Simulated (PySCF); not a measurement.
## H₂Te: one-bond stretch

These are results of r2SCAN in PySCF with Te def2-TZVP with ECP28, H def2-TZVP; scalar-relativistic core potentials, no spin–orbit coupling; density-fitted integrals, not measurements.

Rigid scan from the singlet minimum (Te–H 1.657 Å (×2); H–Te–H 90.0°). Coordinate: the bond from Te to the last atom (H) scaled, the rest fixed. Energies in kJ/mol from the minimum.

```json
{"scale of one bond": "0.92", "E (kJ/mol)": "17.6", "dipole size (D)": "0.32"}
{"scale of one bond": "0.96", "E (kJ/mol)": "4.0", "dipole size (D)": "0.27"}
{"scale of one bond": "1.00", "E (kJ/mol)": "0.0", "dipole size (D)": "0.23"}
{"scale of one bond": "1.05", "E (kJ/mol)": "5.0", "dipole size (D)": "0.18"}
{"scale of one bond": "1.12", "E (kJ/mol)": "24.6", "dipole size (D)": "0.17"}
{"scale of one bond": "1.20", "E (kJ/mol)": "57.3", "dipole size (D)": "0.21"}
{"scale of one bond": "1.35", "E (kJ/mol)": "129.8", "dipole size (D)": "0.37"}
{"scale of one bond": "1.55", "E (kJ/mol)": "223.0", "dipole size (D)": "–"}
{"scale of one bond": "1.80", "E (kJ/mol)": "315.2", "dipole size (D)": "–"}
{"scale of one bond": "2.20", "E (kJ/mol)": "406.1", "dipole size (D)": "–"}
```

At long bonds a restricted determinant can lie too high, and another spin state can fall below this curve.

Other isomers or separated fragments may lie lower.
